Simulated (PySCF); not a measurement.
# Basis-set dependence of Tl₂ at MP2

PySCF, UHF reference; triplet, unpaired electrons σ ↑, π ↑; De to Tl + Tl without counterpoise correction. Frozen cores follow the default of each basis and core potential.

```
     basis                           relativity  functions  Re (Å)  ωe (cm⁻¹)  De (eV)  frozen orbitals
cc-pVDZ-PP  scalar-relativistic core potentials         46   3.115       88.2     0.99                8
  def2-SVP  scalar-relativistic core potentials         52   3.111       88.7     1.00                8
 def2-SVPD  scalar-relativistic core potentials         64   3.107       88.4     1.03                8
def2-TZVPP  scalar-relativistic core potentials        100   3.042       89.0     1.15                8
```

**Question.** How does each smaller set differ from the one with most functions, def2-TZVPP?

**Answer.** cc-pVDZ-PP: +7.3 pm, -0.9 % in ωe, -0.16 eV in De; def2-SVP: +6.9 pm, -0.3 % in ωe, -0.15 eV in De; def2-SVPD: +6.5 pm, -0.7 % in ωe, -0.12 eV in De. All at MP2; the set with most functions is neither the basis-set limit nor always the best.

Correlated steps freeze 8 core orbitals. Correlated levels converge slowly with the basis: in double zeta they bind strong bonds too weakly, by up to about 1 eV, and carry superposition errors of some tenths. Spin–orbit coupling is left out, which matters for elements this heavy, above all for dissociation energies. The state was picked by a PBE0 search and need not be the measured ground state.
